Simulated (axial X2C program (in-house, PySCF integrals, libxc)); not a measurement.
# Outer orbitals of HfH⁺ at 1.778 Å, PBE0

All values were computed with an in-house all-electron X2C program for linear molecules (integrals from PySCF). Spin-free means the one-electron spin-free X2C Hamiltonian; two-component (2c) means X2C with spin–orbit coupling and atomic mean-field two-electron Coulomb and Gaunt terms, so the difference of the two also holds small scalar two-electron terms. Basis: Hf dyall-cv3z [13s14p9d7f4g], H dyall-v3z [6s2p1d] (cores contracted in-house); Gaussian nuclei, density fitting, unrestricted open shells. Masses: Hf 179.947 u, H 1.008 u.

The distance is close to the 2c PBE0 minimum; the highest filled and lowest empty levels are listed.

Spin-free orbitals, state M_S = 1, Λ = 2 (beyond evenly filled blocks: σα, δ+α) (Löwdin shares):

```json
{"symmetry": "δ+α", "occupied": "yes", "ε (eV)": "-28.02", "atomic character": "100% Hf f"}
{"symmetry": "σα", "occupied": "yes", "ε (eV)": "-28.02", "atomic character": "100% Hf f"}
{"symmetry": "π+α", "occupied": "yes", "ε (eV)": "-28.01", "atomic character": "100% Hf f"}
{"symmetry": "φ+α", "occupied": "yes", "ε (eV)": "-28.01", "atomic character": "100% Hf f"}
{"symmetry": "π-α", "occupied": "yes", "ε (eV)": "-28.00", "atomic character": "100% Hf f"}
{"symmetry": "δ-α", "occupied": "yes", "ε (eV)": "-27.98", "atomic character": "100% Hf f"}
{"symmetry": "δ-β", "occupied": "yes", "ε (eV)": "-27.92", "atomic character": "100% Hf f"}
{"symmetry": "δ+β", "occupied": "yes", "ε (eV)": "-27.92", "atomic character": "100% Hf f"}
{"symmetry": "φ-α", "occupied": "yes", "ε (eV)": "-27.90", "atomic character": "100% Hf f"}
{"symmetry": "π+β", "occupied": "yes", "ε (eV)": "-27.88", "atomic character": "100% Hf f"}
{"symmetry": "π-β", "occupied": "yes", "ε (eV)": "-27.88", "atomic character": "100% Hf f"}
{"symmetry": "σβ", "occupied": "yes", "ε (eV)": "-27.86", "atomic character": "100% Hf f"}
{"symmetry": "φ-β", "occupied": "yes", "ε (eV)": "-27.79", "atomic character": "100% Hf f"}
{"symmetry": "φ+β", "occupied": "yes", "ε (eV)": "-27.79", "atomic character": "100% Hf f"}
{"symmetry": "σα", "occupied": "yes", "ε (eV)": "-14.84", "atomic character": "52% H s, 22% Hf d, 20% Hf s"}
{"symmetry": "σβ", "occupied": "yes", "ε (eV)": "-14.69", "atomic character": "54% H s, 21% Hf d, 19% Hf s"}
{"symmetry": "σα", "occupied": "yes", "ε (eV)": "-12.07", "atomic character": "53% Hf s, 39% Hf d, 4% Hf p"}
{"symmetry": "δ+α", "occupied": "yes", "ε (eV)": "-11.44", "atomic character": "100% Hf d"}
{"symmetry": "δ-α", "occupied": "no", "ε (eV)": "-8.71", "atomic character": "100% Hf d"}
{"symmetry": "π+α", "occupied": "no", "ε (eV)": "-8.49", "atomic character": "95% Hf d, 3% H p"}
{"symmetry": "σβ", "occupied": "no", "ε (eV)": "-8.43", "atomic character": "60% Hf s, 23% Hf d, 11% Hf p"}
{"symmetry": "π-α", "occupied": "no", "ε (eV)": "-8.38", "atomic character": "95% Hf d, 3% H p"}
```

Spinors with spin–orbit coupling (state Ω = 1):

| ω | occupied | ε (eV) | atomic character | λ mixture |
| --- | --- | --- | --- | --- |
| 5/2 | yes | -28.92 | 100% Hf f | 86% φ, 14% δ |
| 3/2 | yes | -28.91 | 100% Hf f | 74% δ, 26% π |
| 1/2 | yes | -28.87 | 100% Hf f | 61% π, 39% σ |
| -3/2 | yes | -28.87 | 100% Hf f | 69% δ, 31% π |
| -1/2 | yes | -28.86 | 100% Hf f | 53% π, 47% σ |
| -5/2 | yes | -28.74 | 100% Hf f | 83% φ, 17% δ |
| -3/2 | yes | -27.23 | 100% Hf f | 69% π, 31% δ |
| -5/2 | yes | -27.21 | 100% Hf f | 83% δ, 17% φ |
| -1/2 | yes | -27.20 | 100% Hf f | 53% σ, 47% π |
| 5/2 | yes | -27.18 | 100% Hf f | 86% δ, 14% φ |
| 1/2 | yes | -27.17 | 100% Hf f | 61% σ, 39% π |
| 3/2 | yes | -27.17 | 100% Hf f | 74% π, 26% δ |
| -7/2 | yes | -27.16 | 100% Hf f | 100% φ |
| 7/2 | yes | -27.04 | 100% Hf f | 100% φ |
| -1/2 | yes | -14.80 | 52% H s, 22% Hf d, 20% Hf s | 100% σ |
| 1/2 | yes | -14.66 | 54% H s, 21% Hf d, 19% Hf s | 100% σ |
| -1/2 | yes | -12.04 | 53% Hf s, 40% Hf d, 4% Hf p | 99% σ, 1% π |
| 3/2 | yes | -11.62 | 100% Hf d | 98% δ, 2% π |
| 1/2 | no | -8.56 | 83% Hf d, 11% Hf s, 3% H p | 81% π, 19% σ |
| -5/2 | no | -8.50 | 100% Hf d | 100% δ |
| 1/2 | no | -8.41 | 49% Hf s, 32% Hf d, 13% Hf p | 82% σ, 18% π |
| -3/2 | no | -8.26 | 95% Hf d, 3% H p | 98% π, 2% δ |

How does the gap between the highest filled and lowest empty level change from the spin-free to the 2c table?

From 2.73 to 3.06 eV at PBE0, a change of 0.33 eV.

Mulliken charges and populations of the two-component result (they depend on the basis, above all on diffuse functions):

Hf 1.10 e (s 11.04 p 24.06 d 21.79 f 14.01), H -0.10 e (s 1.08 p 0.02). ⟨Lz⟩ = 1.97 ħ and ⟨Sz⟩ = -0.97 ħ (-0.96 and -0.01 on the two atoms), which add up to Ω.

The state is one determinant whose occupation by symmetry is held fixed; it was picked as the lowest of a PBE0 search that is not exhaustive. Density functionals use the spin component along the axis (collinear). Other states lie close and PBE0, whose exact exchange favours high spin, may order them wrongly; the determinant shown need not be the ground state. The nearest other spin-free determinant of the search, M_S = 0, Λ = 0, lies 0.15 eV up at the distance of the search. Without a current term, density functionals place determinants with orbital angular momentum somewhat too high. With several unpaired electrons one determinant need not be a pure state.
